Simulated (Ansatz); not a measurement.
Geometry optimisation of C2H8O2Si (`CO[SiH](C)O`).

```yaml
crystal:
  periodic: [false, false, false]
  atoms:
    - {symbol: C, position_ang: [-0.021240, -0.879980, -2.035350]}
    - {symbol: O, position_ang: [-0.145530, -0.834550, -0.644150]}
    - {symbol: Si, position_ang: [0.398960, 0.314710, 0.354780]}
    - {symbol: C, position_ang: [-0.400130, -0.075330, 2.020920]}
    - {symbol: O, position_ang: [-0.065370, 1.756560, -0.262610]}
    - {symbol: H, position_ang: [-0.612520, -1.721430, -2.398100]}
    - {symbol: H, position_ang: [-0.386350, 0.044560, -2.485750]}
    - {symbol: H, position_ang: [1.023150, -1.020940, -2.323840]}
    - {symbol: H, position_ang: [1.865500, 0.315420, 0.426570]}
    - {symbol: H, position_ang: [-1.475930, 0.069150, 1.995690]}
    - {symbol: H, position_ang: [-0.213210, -1.099690, 2.319920]}
    - {symbol: H, position_ang: [0.002530, 0.570110, 2.795290]}
    - {symbol: H, position_ang: [0.030150, 2.561410, 0.236630]}
basis:
  gaussian: {orbitals: def2-TZVP}
hamiltonian: {xc: pbe0, dispersion: d4}
relax: {f_tol: 0.005, max_steps: 150}
```

```sh
$ ansatz run in.yaml --threads 2 --pin off --events-out ev --progress --plain --max-ram 32768MiB --backend cuda --devices 0, --max-vram 18GiB
```

Shortened log:

```
Functional definition: PBE0
mean field -14171.25880508 eV, -520.7841554626 hartree, gradient 5.3e-5 eV, S^2 0.000000; 0 other end points of the search recorded, 0 dependent functions left out
relax step   1: F+E_penalty+E_count = -14171.46374308 eV  Δ(F+E_penalty+E_count) = +0.000e0 eV  max|allowed force component| = 9.220e-1 eV/Å  Δτ_max = 0.0000 Å  (27 SCF iters, accepted)
mean field -14171.29536750 eV, -520.7854991068 hartree, gradient 1.3e-5 eV, S^2 0.000000; 0 other end points of the search recorded, 0 dependent functions left out
relax step   2: F+E_penalty+E_count = -14171.50015183 eV  Δ(F+E_penalty+E_count) = -3.641e-2 eV  max|allowed force component| = 5.398e-1 eV/Å  Δτ_max = 0.0393 Å  (31 SCF iters, accepted)
mean field -14171.30438416 eV, -520.7858304629 hartree, gradient 1.3e-5 eV, S^2 0.000000; 0 other end points of the search recorded, 0 dependent functions left out
relax step   3: F+E_penalty+E_count = -14171.50941706 eV  Δ(F+E_penalty+E_count) = -9.265e-3 eV  max|allowed force component| = 1.309e-1 eV/Å  Δτ_max = 0.0268 Å  (31 SCF iters, accepted)
mean field -14171.31435956 eV, -520.7861970520 hartree, gradient 6.0e-6 eV, S^2 0.000000; 0 other end points of the search recorded, 0 dependent functions left out
relax step   4: F+E_penalty+E_count = -14171.51947257 eV  Δ(F+E_penalty+E_count) = -1.006e-2 eV  max|allowed force component| = 1.631e-1 eV/Å  Δτ_max = 0.1089 Å  (31 SCF iters, accepted)
mean field -14171.31104553 eV, -520.7860752637 hartree, gradient 5.7e-6 eV, S^2 0.000000; 0 other end points of the search recorded, 0 dependent functions left out
relax step   5: F+E_penalty+E_count = -14171.51597396 eV  Δ(F+E_penalty+E_count) = +3.499e-3 eV  max|allowed force component| = 8.155e-1 eV/Å  Δτ_max = 0.1231 Å  (31 SCF iters, rejected (line search))
mean field -14171.31984057 eV, -520.7863984755 hartree, gradient 1.7e-5 eV, S^2 0.000000; 0 other end points of the search recorded, 0 dependent functions left out
relax step   6: F+E_penalty+E_count = -14171.52487141 eV  Δ(F+E_penalty+E_count) = -5.399e-3 eV  max|allowed force component| = 7.331e-2 eV/Å  Δτ_max = 0.0615 Å  (30 SCF iters, accepted)
mean field -14171.32538261 eV, -520.7866021417 hartree, gradient 2.3e-5 eV, S^2 0.000000; 0 other end points of the search recorded, 0 dependent functions left out
relax step   7: F+E_penalty+E_count = -14171.53032262 eV  Δ(F+E_penalty+E_count) = -5.451e-3 eV  max|allowed force component| = 7.350e-2 eV/Å  Δτ_max = 0.1000 Å  (30 SCF iters, accepted)
mean field -14171.33152160 eV, -520.7868277452 hartree, gradient 7.4e-6 eV, S^2 0.000000; 0 other end points of the search recorded, 0 dependent functions left out
relax step   8: F+E_penalty+E_count = -14171.53643374 eV  Δ(F+E_penalty+E_count) = -6.111e-3 eV  max|allowed force component| = 8.710e-2 eV/Å  Δτ_max = 0.1500 Å  (31 SCF iters, accepted)
mean field -14171.33688098 eV, -520.7870246988 hartree, gradient 1.9e-5 eV, S^2 0.000000; 0 other end points of the search recorded, 0 dependent functions left out
relax step   9: F+E_penalty+E_count = -14171.54176797 eV  Δ(F+E_penalty+E_count) = -5.334e-3 eV  max|allowed force component| = 1.778e-1 eV/Å  Δτ_max = 0.2000 Å  (29 SCF iters, accepted)
mean field -14171.33421113 eV, -520.7869265837 hartree, gradient 1.0e-5 eV, S^2 0.000000; 0 other end points of the search recorded, 0 dependent functions left out
relax step  10: F+E_penalty+E_count = -14171.53909813 eV  Δ(F+E_penalty+E_count) = +2.670e-3 eV  max|allowed force component| = 2.640e-1 eV/Å  Δτ_max = 0.1373 Å  (31 SCF iters, rejected (line search))
mean field -14171.33858266 eV, -520.7870872345 hartree, gradient 2.1e-5 eV, S^2 0.000000; 0 other end points of the search recorded, 0 dependent functions left out
relax step  11: F+E_penalty+E_count = -14171.54355110 eV  Δ(F+E_penalty+E_count) = -1.783e-3 eV  max|allowed force component| = 2.661e-1 eV/Å  Δτ_max = 0.0673 Å  (30 SCF iters, accepted)
mean field -14171.34070466 eV, -520.7871652166 hartree, gradient 2.6e-5 eV, S^2 0.000000; 0 other end points of the search recorded, 0 dependent functions left out
relax step  12: F+E_penalty+E_count = -14171.54580760 eV  Δ(F+E_penalty+E_count) = -2.257e-3 eV  max|allowed force component| = 2.487e-1 eV/Å  Δτ_max = 0.1000 Å  (29 SCF iters, accepted)
mean field -14171.34044843 eV, -520.7871558004 hartree, gradient 2.1e-5 eV, S^2 0.000000; 0 other end points of the search recorded, 0 dependent functions left out
relax step  13: F+E_penalty+E_count = -14171.54556260 eV  Δ(F+E_penalty+E_count) = +2.450e-4 eV  max|allowed force component| = 1.203e-1 eV/Å  Δτ_max = 0.0631 Å  (30 SCF iters, rejected (line search))
mean field -14171.34258342 eV, -520.7872342595 hartree, gradient 1.6e-5 eV, S^2 0.000000; 0 other end points of the search recorded, 0 dependent functions left out
relax step  14: F+E_penalty+E_count = -14171.54758550 eV  Δ(F+E_penalty+E_count) = -1.778e-3 eV  max|allowed force component| = 7.004e-2 eV/Å  Δτ_max = 0.0307 Å  (31 SCF iters, accepted)
mean field -14171.34465721 eV, -520.7873104701 hartree, gradient 2.2e-5 eV, S^2 0.000000; 0 other end points of the search recorded, 0 dependent functions left out
relax step  15: F+E_penalty+E_count = -14171.54962564 eV  Δ(F+E_penalty+E_count) = -2.040e-3 eV  max|allowed force component| = 3.363e-2 eV/Å  Δτ_max = 0.0674 Å  (30 SCF iters, accepted)
mean field -14171.34551320 eV, -520.7873419270 hartree, gradient 1.6e-5 eV, S^2 0.000000; 0 other end points of the search recorded, 0 dependent functions left out
relax step  16: F+E_penalty+E_count = -14171.55045983 eV  Δ(F+E_penalty+E_count) = -8.342e-4 eV  max|allowed force component| = 7.091e-3 eV/Å  Δτ_max = 0.0333 Å  (30 SCF iters, accepted)
mean field -14171.34385777 eV, -520.7872810913 hartree, gradient 2.3e-5 eV, S^2 0.000000; 0 other end points of the search recorded, 0 dependent functions left out
relax step  17: F+E_penalty+E_count = -14171.54874485 eV  Δ(F+E_penalty+E_count) = +1.715e-3 eV  max|allowed force component| = 2.833e-1 eV/Å  Δτ_max = 0.0766 Å  (30 SCF iters, rejected (line search))
mean field -14171.34374698 eV, -520.7872770198 hartree, gradient 1.5e-5 eV, S^2 0.000000; 0 other end points of the search recorded, 0 dependent functions left out
relax step  18: F+E_penalty+E_count = -14171.54862273 eV  Δ(F+E_penalty+E_count) = +1.837e-3 eV  max|allowed force component| = 1.317e-1 eV/Å  Δτ_max = 0.0302 Å  (30 SCF iters, rejected (line search))
mean field -14171.34573323 eV, -520.7873500129 hartree, gradient 1.4e-5 eV, S^2 0.000000; 0 other end points of the search recorded, 0 dependent functions left out
relax step  19: F+E_penalty+E_count = -14171.55066724 eV  Δ(F+E_penalty+E_count) = -2.074e-4 eV  max|allowed force component| = 1.574e-2 eV/Å  Δτ_max = 0.0147 Å  (31 SCF iters, accepted)
mean field -14171.34605403 eV, -520.7873618022 hartree, gradient 1.6e-5 eV, S^2 0.000000; 0 other end points of the search recorded, 0 dependent functions left out
relax step  20: F+E_penalty+E_count = -14171.55095230 eV  Δ(F+E_penalty+E_count) = -2.851e-4 eV  max|allowed force component| = 5.212e-2 eV/Å  Δτ_max = 0.0629 Å  (30 SCF iters, accepted)
mean field -14171.34621198 eV, -520.7873676067 hartree, gradient 1.4e-5 eV, S^2 0.000000; 0 other end points of the search recorded, 0 dependent functions left out
relax step  21: F+E_penalty+E_count = -14171.55113497 eV  Δ(F+E_penalty+E_count) = -1.827e-4 eV  max|allowed force component| = 2.958e-2 eV/Å  Δτ_max = 0.0040 Å  (32 SCF iters, accepted)
mean field -14171.34629762 eV, -520.7873707540 hartree, gradient 1.4e-5 eV, S^2 0.000000; 0 other end points of the search recorded, 0 dependent functions left out
relax step  22: F+E_penalty+E_count = -14171.55121835 eV  Δ(F+E_penalty+E_count) = -8.338e-5 eV  max|allowed force component| = 1.570e-2 eV/Å  Δτ_max = 0.0101 Å  (31 SCF iters, accepted)
mean field -14171.34633911 eV, -520.7873722788 hartree, gradient 1.4e-5 eV, S^2 0.000000; 0 other end points of the search recorded, 0 dependent functions left out
relax step  23: F+E_penalty+E_count = -14171.55125616 eV  Δ(F+E_penalty+E_count) = -3.781e-5 eV  max|allowed force component| = 6.520e-3 eV/Å  Δτ_max = 0.0153 Å  (31 SCF iters, accepted)
mean field -14171.34634447 eV, -520.7873724757 hartree, gradient 1.4e-5 eV, S^2 0.000000; 0 other end points of the search recorded, 0 dependent functions left out
relax step  24: F+E_penalty+E_count = -14171.55126434 eV  Δ(F+E_penalty+E_count) = -8.185e-6 eV  max|allowed force component| = 4.502e-3 eV/Å  Δτ_max = 0.0114 Å  (31 SCF iters, accepted)
mean field -14171.34634447 eV, -520.7873724757 hartree, gradient 1.4e-5 eV, S^2 0.000000; 1 other end points of the search recorded, 0 dependent functions left out
Total energy: -14171.55129717 eV, -520.7949043486 hartree
Atom 0 at    -0.008516    -0.794399    -1.999114 Å, force     0.002913     0.000729    -0.002352 eV/Å
Atom 1 at    -0.332474    -0.782038    -0.631310 Å, force    -0.000538    -0.000284    -0.000616 eV/Å
Atom 2 at     0.270038     0.310608     0.432432 Å, force     0.001861     0.000095     0.003553 eV/Å
Atom 3 at    -0.414852    -0.127966     2.088265 Å, force    -0.000730    -0.000625     0.000879 eV/Å
Atom 4 at    -0.189753     1.852388     0.077192 Å, force    -0.000078     0.001317    -0.001191 eV/Å
Atom 5 at    -0.366358    -1.730170    -2.432719 Å, force     0.000893     0.002976     0.001520 eV/Å
Atom 6 at    -0.487699     0.036786    -2.528444 Å, force     0.001259    -0.002898     0.001584 eV/Å
Atom 7 at     1.075517    -0.733850    -2.160569 Å, force    -0.003214    -0.000579    -0.001039 eV/Å
Atom 8 at     1.761114     0.254407     0.356109 Å, force    -0.004502     0.000139    -0.001804 eV/Å
Atom 9 at    -1.501838    -0.016000     2.086081 Å, force     0.001990    -0.000385    -0.000856 eV/Å
Atom 10 at    -0.178327    -1.162657     2.344576 Å, force    -0.000525     0.000705     0.001081 eV/Å
Atom 11 at    -0.006086     0.525505     2.861871 Å, force     0.000031    -0.001010    -0.000631 eV/Å
Atom 12 at     0.379245     2.367387    -0.494368 Å, force     0.000641    -0.000179    -0.000127 eV/Å
Dipole moment:     0.237346     0.079589    -0.210724 e Å
```

Run time 61 s (2 threads of an AMD EPYC 7R13 on a shared host and a share of an NVIDIA H100 80 GB); peak host memory 0.85 GiB.
